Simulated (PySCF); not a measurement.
BHN, SMILES [B]=N, multiplicity 2.

Geometry optimised at PBE-D3(BJ)/def2-TZVPD. The isomer is the one that the SMILES or the coordinates give; other isomers of the formula were not compared.

Two levels are set side by side: PBE/def2-TZVPD (PySCF) and CAM-B3LYP/def2-TZVPD (PySCF). Same geometry, gas phase. Differences are taken from unrounded values.

```json
[
 {"quantity": "α-spin orbital gap (eV)", "CAM-B3LYP": "11.13"},
 {"quantity": "β-spin orbital gap (eV)", "CAM-B3LYP": "7.46"},
 {"quantity": "dipole moment (D)", "CAM-B3LYP": "0.17"},
 {"quantity": "mean polarisability (bohr³)", "CAM-B3LYP": "23.0"}
]
```

Task: What does PBE give, and how far is it from CAM-B3LYP? (An estimate is asked for; the answer gives what the named calculation found.)

Result: 
```tsv
quantity	PBE	PBE minus CAM-B3LYP
α-spin orbital gap (eV)	6.67	-4.46
β-spin orbital gap (eV)	2.90	-4.56
dipole moment (D)	0.37	0.20
mean polarisability (bohr³)	23.9	0.9
```

Loosely held outer electrons make PBE densities more polarisable. Differences between two approximate levels are no errors against the true value.

Rough cost on one machine, each run with all the roots and properties that it gave: CAM-B3LYP against PBE within a factor of 2.
